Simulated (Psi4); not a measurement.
Computed with Psi4 with SAPT0/jun-cc-pVDZ, frozen core.

Psi4 input:

```
molecule {
0 1
C -1.23821248 1.52253924 0.12461616
Al 0.00001567 0.00000874 0.00012655
C -0.70197892 -1.82114863 -0.23932941
C 1.94023592 0.29862264 0.11484951
H -0.73592823 2.49526231 0.25331696
H -1.87171504 1.59055202 -0.77891122
H -1.93740819 1.39325686 0.97126085
H -0.37355092 -2.48187073 0.58401252
H -0.30589146 -2.27738292 -1.16526420
H -1.80207421 -1.87113334 -0.28790814
H 2.20784824 0.78976112 1.06851720
H 2.28077749 0.98578135 -0.68152906
H 2.53788214 -0.62424867 0.03624227
--
0 1
O 0.05554365 0.36317212 -2.13836551
Si 0.92262805 -0.34695308 -3.32932758
O 0.05149932 -1.00551733 -4.54673671
O 1.74559304 -1.57677526 -2.63303825
O 1.83787600 0.83139732 -3.99898140
H -0.25347253 1.25905192 -2.29419909
H -0.31201196 -1.88265049 -4.40216283
H 2.07991816 -1.43475299 -1.74396550
H 2.19201272 0.66789093 -4.87662840
units angstrom
symmetry c1
no_reorient
no_com
}
set basis jun-cc-pvdz
set scf_type df
set freeze_core true
energy('sapt0')
```

Part of the output:

```
    SAPT Results
  --------------------------------------------------------------------------------------------------------
    Electrostatics                -52.94693679 [mEh]     -33.22470444 [kcal/mol]    -139.01216339 [kJ/mol]
      Elst10,r                    -52.94693679 [mEh]     -33.22470444 [kcal/mol]    -139.01216339 [kJ/mol]

    Exchange                       67.97270591 [mEh]      42.65351692 [kcal/mol]     178.46231478 [kJ/mol]
      Exch10                       67.97270591 [mEh]      42.65351692 [kcal/mol]     178.46231478 [kJ/mol]
      Exch10(S^2)                  66.79849350 [mEh]      41.91668751 [kcal/mol]     175.37942052 [kJ/mol]

    Induction                     -17.73111415 [mEh]     -11.12644211 [kcal/mol]     -46.55303378 [kJ/mol]
      Ind20,r                     -55.94351933 [mEh]     -35.10508838 [kcal/mol]    -146.87968977 [kJ/mol]
      Exch-Ind20,r                 40.85202651 [mEh]      25.63503366 [kcal/mol]     107.25698081 [kJ/mol]
      delta HF,r (2)               -2.63962132 [mEh]      -1.65638738 [kcal/mol]      -6.93032482 [kJ/mol]

    Dispersion                    -15.02806977 [mEh]      -9.43025615 [kcal/mol]     -39.45619173 [kJ/mol]
      Disp20                      -19.14440438 [mEh]     -12.01329512 [kcal/mol]     -50.26362676 [kJ/mol]
      Exch-Disp20                   4.11633461 [mEh]       2.58303896 [kcal/mol]      10.80743503 [kJ/mol]
      Disp20 (SS)                  -9.57220219 [mEh]      -6.00664756 [kcal/mol]     -25.13181338 [kJ/mol]
      Disp20 (OS)                  -9.57220219 [mEh]      -6.00664756 [kcal/mol]     -25.13181338 [kJ/mol]
      Exch-Disp20 (SS)              2.32641335 [mEh]       1.45984642 [kcal/mol]       6.10799741 [kJ/mol]
      Exch-Disp20 (OS)              1.78992126 [mEh]       1.12319255 [kcal/mol]       4.69943761 [kJ/mol]

  Total HF                         -2.70534503 [mEh]      -1.69762963 [kcal/mol]      -7.10288239 [kJ/mol]
  Total SAPT0                     -17.73341479 [mEh]     -11.12788578 [kcal/mol]     -46.55907412 [kJ/mol]
```
